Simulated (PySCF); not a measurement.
Basis-set dependence of InCl at HF

PySCF, RHF reference; singlet, unpaired electrons none; De to In + Cl without counterpoise correction.

```
                         basis                           relativity  functions  Re (Å)  ωe (cm⁻¹)  De (eV)  μ (D)
                      def2-SVP  scalar-relativistic core potentials         44   2.442        325     3.33  -3.45
        cc-pVDZ-PP/cc-pV(D+d)Z  scalar-relativistic core potentials         46   2.458        307     3.31  -3.92
                     def2-SVPD  scalar-relativistic core potentials         59   2.478        301     3.44  -4.13
aug-cc-pVDZ-PP/aug-cc-pV(D+d)Z  scalar-relativistic core potentials         64   2.468        299     3.40  -3.99
                    def2-TZVPP  scalar-relativistic core potentials         92   2.430        311     3.40  -3.64
                   def2-TZVPPD  scalar-relativistic core potentials        107   2.433        308     3.41  -3.68
```

Q: How does each smaller set differ from the one with most functions, def2-TZVPPD?

A: def2-SVP: +0.9 pm, +5.5 % in ωe, -0.08 eV in De; cc-pVDZ-PP/cc-pV(D+d)Z: +2.5 pm, -0.3 % in ωe, -0.10 eV in De; def2-SVPD: +4.5 pm, -2.3 % in ωe, +0.03 eV in De; aug-cc-pVDZ-PP/aug-cc-pV(D+d)Z: +3.5 pm, -2.9 % in ωe, -0.01 eV in De; def2-TZVPP: -0.3 pm, +1.0 % in ωe, -0.01 eV in De. All at HF; the set with most functions is neither the basis-set limit nor always the best.

A positive dipole means In(−)Cl(+). Spin–orbit coupling is left out, which matters for elements this heavy, above all for dissociation energies. Where the molecule has an RHF reference, its open-shell atoms are computed with UHF. Hartree–Fock leaves out correlation, which carries a large part of most bond energies and some tenths to 1 eV of ionisation energies.
